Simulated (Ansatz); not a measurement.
Reaction (redistribution): `[F][GeH]` + `C/C(Br)=[CH]\[AlH2]` → `[F][Ge][Br]` + `C/C=[CH]/[AlH2]`

Calculated with Ansatz (gas phase, PBE0-D4/def2-TZVP geometries, no zero-point term in ΔE). CCSD(T)/CBS adds triple-zeta CCSD(T) − MP2 to the extrapolated MP2 energy (def2 sets, frozen cores). Double bonds are as drawn, so ΔE can hold a change between cis and trans. Functionals use def2-TZVPP. For Br, Ge outer-core shells are correlated without core-valence functions, which leaves a few kJ/mol of doubt a bond. Scalar relativity is left out up to krypton.

CCSD(T)/CBS gives -196.9 kJ/mol.

Another level gave -202.2 kJ/mol. Which?
A. HF/def2-TZVPP
B. r2SCAN/def2-TZVPP
C. SCS-MP2/def2-TZVPP
D. PBE-D4/def2-TZVPP

B. r2SCAN -202.2, SCS-MP2/def2-TZVPP -190.2, PBE-D4 -195.8, HF/def2-TZVPP -213.4 kJ/mol.

Largest T1 diagnostic among the species: 0.014.

In def2-TZVPP, CCSD(T) changes the Hartree–Fock value by +23.2 kJ/mol (the triples alone add +2.5 kJ/mol) and MP2 by +22.6 kJ/mol. The D4 term adds +6.1 kJ/mol with B3LYP and +3.4 kJ/mol with PBE0; it sums over pairs of atoms, weighted by their polarisabilities, and B3LYP, whose exchange is more repulsive, gets the larger term.

B3LYP here is the variant with VWN-RPA as its local correlation; programs differ in this.
